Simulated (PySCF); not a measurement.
Compound: Br₃HSi.
Bonds: Br1–Si2, Si2–Br3, Si2–Br4. Hydrogens: H5 on Si2.

A linear-response calculation (PySCF, def2-SVPD basis, gas phase, vertical, core orbitals frozen in the response) gave these numbers; the functional is withheld.

Orbital energies (eV): HOMO-3 -9.05, HOMO-2 -8.99, HOMO-1 -8.98, HOMO -8.62, LUMO -1.37, LUMO+1 -0.41, LUMO+2 -0.39.

| state | E (eV) | f | main configurations (H = HOMO, L = LUMO) |
| --- | --- | --- | --- |
| S1 | 5.92 | 0.0000 | H→L (98%) |
| S2 | 6.33 | 0.026 | H-1→L (91%) |
| S3 | 6.34 | 0.026 | H-2→L (92%) |
| S4 | 6.37 | 0.017 | H-3→L (97%) |
| S5 | 6.78 | 0.023 | H-4→L (86%) |
| S6 | 6.79 | 0.026 | H-5→L (83%), H→L+1 (9%) |

Triplets (Tamm–Dancoff): T1 5.55 eV, H→L (94%); T2 5.82 eV, H-1→L (89%); T3 5.82 eV, H-2→L (89%).

Vertical ionisation energy by ΔSCF with the same functional: 10.53 eV. Mean static polarisability: 89.7 au.

Orbitals of the list HOMO-3 to LUMO+2 that lie within 0.01 eV of each other are written together with a slash and their weights summed (≥ marks a lower bound); for degenerate orbitals outside that list single weights are arbitrary.

Problem. Which of these was used?
A. HF
B. PBE0
C. PBE
D. wB97X-D

Solution. B. PBE0 is a global hybrid with 25% exact exchange. In this run −ε(HOMO) = 8.62 eV differs from the ΔSCF value by -1.90 eV, and S1 differs from the orbital gap of 7.25 eV by -1.33 eV. The ratio −ε(HOMO)/IP is 0.82. Small neutral molecules mostly give 0.7 to 0.83 with PBE0, 0.5 to 0.7 with PBE, 0.89 to 0.99 with wB97X-D; with Hartree–Fock the ratio is 1 or more (Koopmans' value less the relaxation energy is the ΔSCF value).

Computed, not measured: TDDFT PBE0/def2-SVPD, vertical, gas phase, core orbitals frozen in the response (PySCF 2.14.0, density-fitted response routines). Geometry: PBE0-D3(BJ)/def2-SVP; no solvent, vibrations or thermal averaging. The PBE0/def2-SVPD calculation is non-relativistic and has no spin–orbit coupling, an omission that weighs most on bromine.
